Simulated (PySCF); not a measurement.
From one molecule to another.

First species: C₅H₅F₃O₂.
SMILES: `FC(F)(F)OC1=COCC1`

Second species: C6H9Si (charge +1).
SMILES: `C#CC(=C)[Si+](C)C`

Levels: PBE0/def2-SVPD for HOMO energy, LUMO energy, HOMO–LUMO gap, static isotropic polarisability and electronic spatial extent ⟨r²⟩ about the centre of nuclear charge; TDDFT PBE0/def2-SVPD for lowest singlet excitation; TDA PBE0/def2-SVPD for lowest triplet excitation (Tamm–Dancoff); GFN2-xTB for rotational constant A and rotational constant C. Geometries: GFN2-xTB. Each structure is a single optimised conformer of the isolated species, non-relativistic unless stated; the electronic structure was computed with PySCF and density fitting.

Dipoles, sizes and rotational constants follow the conformer. The torsions of the flexible species, by atom-mapped SMILES:
- `[F:1][C:2]([F:3])([F:4])[O:5][C:6]1=[CH:7][O:8][CH2:9][CH2:10]1`: F1–C2–O5–C6 180°, C2–O5–C6–C7 0°
- `[CH:1]#[C:2][C:3](=[CH2:4])[Si+:5]([CH3:6])[CH3:7]`: C2–C3–Si5–C6 100°

Values for the first species:

```
HOMO energy                                                       : -6.44 eV
LUMO energy                                                       : 0.33 eV
HOMO–LUMO gap                                                     : 6.77 eV
Lowest singlet excitation                                         : 5.79 eV
Lowest triplet excitation (Tamm–Dancoff)                          : 3.92 eV
Static isotropic polarisability                                   : 66.0 au
Electronic spatial extent ⟨r²⟩ about the centre of nuclear charge : 1494 bohr²
Rotational constant A                                             : 3.314 GHz
Rotational constant C                                             : 0.734 GHz
```

Q: Estimate the same properties for the second species, and the change in each.

A: 
```json
{"property": "HOMO energy", "first": "-6.44 eV", "second": "-11.49 eV", "second less first": "-5.05 eV"}
{"property": "LUMO energy", "first": "0.33 eV", "second": "-7.69 eV", "second less first": "-8.02 eV"}
{"property": "HOMO–LUMO gap", "first": "6.77 eV", "second": "3.80 eV", "second less first": "-2.97 eV"}
{"property": "lowest singlet excitation", "first": "5.79 eV", "second": "2.62 eV", "second less first": "-3.17 eV"}
{"property": "lowest triplet excitation (Tamm–Dancoff)", "first": "3.92 eV", "second": "2.51 eV", "second less first": "-1.41 eV"}
{"property": "static isotropic polarisability", "first": "66.0 au", "second": "93.1 au", "second less first": "+27.1 au"}
{"property": "electronic spatial extent ⟨r²⟩ about the centre of nuclear charge", "first": "1494 bohr²", "second": "1084 bohr²", "second less first": "-410 bohr²"}
{"property": "rotational constant A", "first": "3.314 GHz", "second": "2.768 GHz", "second less first": "-0.546 GHz"}
{"property": "rotational constant C", "first": "0.734 GHz", "second": "1.263 GHz", "second less first": "+0.529 GHz"}
```

On the first: The polarisability is 9.78 Å³ as a volume (1 au = 0.148185 Å³), or 0.85 au for each of the 78 electrons. S1 lies 0.98 eV below the HOMO–LUMO gap; its leading configuration is HOMO→LUMO+1, weight 0.97.

On the second: The 8 singlets span 2.62 to 5.75 eV, and their oscillator strengths add up to 0.25. The polarisability is 13.79 Å³ as a volume (1 au = 0.148185 Å³), or 1.60 au for each of the 58 electrons.
